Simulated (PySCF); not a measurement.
Species: C₆H₁₃S, charge 0, multiplicity 2. It need not be the lowest isomer of its formula. 
Geometry from a B3LYP-D3(BJ)/def2-TZVP (Ansatz) optimisation:
```xyz
20

C     -3.9821     0.6322    -0.4596
C     -2.6000     0.8814     0.1369
C     -1.5633    -0.1477    -0.3081
C     -0.1783     0.1009     0.2860
C      0.8409    -0.9373    -0.1677
S      2.5108    -0.6890     0.5110
C      3.0243     0.7064    -0.3216
H     -4.7024     1.3808    -0.1250
H     -3.9507     0.6648    -1.5513
H     -4.3638    -0.3499    -0.1699
H     -2.2545     1.8820    -0.1417
H     -2.6649     0.8758     1.2296
H     -1.4971    -0.1435    -1.4019
H     -1.9067    -1.1501    -0.0285
H      0.1721     1.0965     0.0025
H     -0.2343     0.0935     1.3779
H      0.9227    -0.9611    -1.2566
H      0.5503    -1.9368     0.1604
H      3.9738     1.1314    -0.0366
H      2.5341     1.0260    -1.2292
```
Charge 0, spin multiplicity 2.

Dispersion corrections to the total energy (kcal/mol) from the dftd3 and dftd4 libraries through PySCF: D3(BJ) without and D4 with the three-body term, each with the damping fitted for the functional named.

```json
[
 {"functional": "BHLYP", "D3(BJ)": "-13.85", "D4": "-11.07"},
 {"functional": "LC-wPBE", "D3(BJ)": "___", "D4": "-10.92"},
 {"functional": "PBE", "D3(BJ)": "___", "D4": "-9.93"},
 {"functional": "HF", "D3(BJ)": "-77.66", "D4": "-36.03"},
 {"functional": "BLYP", "D3(BJ)": "-22.25", "D4": "-21.87"},
 {"functional": "BP86", "D3(BJ)": "___", "D4": "-13.06"},
 {"functional": "B2PLYP", "D3(BJ)": "-8.25", "D4": "-6.97"}
]
```

Complete the blanks.


- LC-wPBE, D3(BJ): -9.91
- PBE, D3(BJ): -10.82
- BP86, D3(BJ): -16.40
